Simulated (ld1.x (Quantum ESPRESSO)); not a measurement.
**Before and after: TM potential for I**

| Item | Value |
| --- | --- |
| Element | iodine (I) |
| Generator | ld1.x (Quantum ESPRESSO) 7.5 |
| Type | norm-conserving Troullier–Martins (Kleinman–Bylander form) |
| Functional | LDA (PZ) |
| Relativity | scalar-relativistic |
| Frozen core | [Kr] |
| Valence charge | 17 |
| Reference configuration | 4d10 5s1 5p6 |
| Partial waves | 5s (bound): rc 1.50 bohr; 5p (bound): rc 1.45 bohr; 4d (bound): rc 1.40 bohr |
| Local potential | all-electron potential smoothed inside 1.25 bohr (lloc = -1) |
| Core correction | Bessel-smoothed model core inside 0.85 bohr |

Change: core [Ar] 3d10 4s2, valence charge 23; reference 4p6 4d10 5s1.5 5p5.5; waves now 5s (bound): rc 1.55 bohr; 4p (bound): rc 1.05 bohr; 4d (bound): rc 1.30 bohr; local potential all-electron potential smoothed inside 0.85 bohr (lloc = -2); core correction none.

Cutoffs: the cutoffs (Ry, on a coarse ladder) from which the occupation-weighted sum of valence levels, in a spherical-Bessel basis at the reference potential, stays within 10 and 1 mRy of its value at 400 Ry; they do not see the model core or the augmentation charge, which bear on the density cutoff. Errors are all-electron minus pseudo energies relative to the spin-unpolarised reference configuration.

What does the change do?

The potential gets harder (120 Ry and 200 Ry → 160 Ry and 230 Ry); the bound ghosts move from p, s to s; the miss of the reference levels goes from 0.00 to 0.27 eV. The added semicore shells are compact, so their waves need more plane waves. Several settings change at once here, so the effects cannot be laid on one of them.

| quantity | base | changed |
| --- | --- | --- |
| cutoff, loose | 120 Ry | 160 Ry |
| cutoff, tight | 200 Ry | 230 Ry |
| loose cutoff by channel (10 mRy a level) | s 35 Ry, p 60 Ry, d 90 Ry | s 30 Ry, p 100 Ry, d 90 Ry |
| bound ghosts | s, p | s |
| largest miss of a reference level, eV | 0.00 | 0.27 |
| largest error over its own tests, meV | -1096 | -1618 |

Changed file: The 5p level has no wave, so the channel is fitted at the deeper level alone: the likely source of the large errors. A true bound ghost makes a file unfit for plane-wave use even where its test errors are small: the radial tests pick states by their node count and pass the ghost by.
